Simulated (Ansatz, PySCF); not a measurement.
SnO2, SMILES [O]=[Sn]=[O].

The structure is a stationary point at r2SCAN-D4/def2-TZVP. The def2 effective core potentials stand for the cores of Sn; spin–orbit coupling is left out.

Vertical ionisation energy (IE) and electron affinity (EA) in eV. Rows of orbital energies are one-electron estimates. Where ΔSCF, EOM or ADC give a negative EA the extra electron is unbound and the value depends on the basis.

| level | IE | EA |
|---|---|---|
| −ε(HOMO), −ε(LUMO), M06-2X/def2-TZVPD (PySCF) | 10.19 | 2.40 |
| −ε(HOMO), −ε(LUMO), PBE/def2-TZVPD (PySCF) | 7.20 | 4.25 |
| ΔSCF, CAM-B3LYP/def2-TZVPD (Ansatz), final states of multiplicity 2 and 2 | 11.06 | 1.56 |
| ΔSCF, PBE/def2-TZVPD (Ansatz), final states of multiplicity 2 and 2 | 10.64 | 1.39 |

Question: What vertical singlet–triplet gap does ΔSCF give with CAM-B3LYP/def2-TZVPD (Ansatz, an electronic-structure program) and with PBE/def2-TZVPD (Ansatz)? (Estimate from the structure and the level; the computed values follow.)

Answer: 2.69 and 2.61 eV (triplet above singlet where positive).
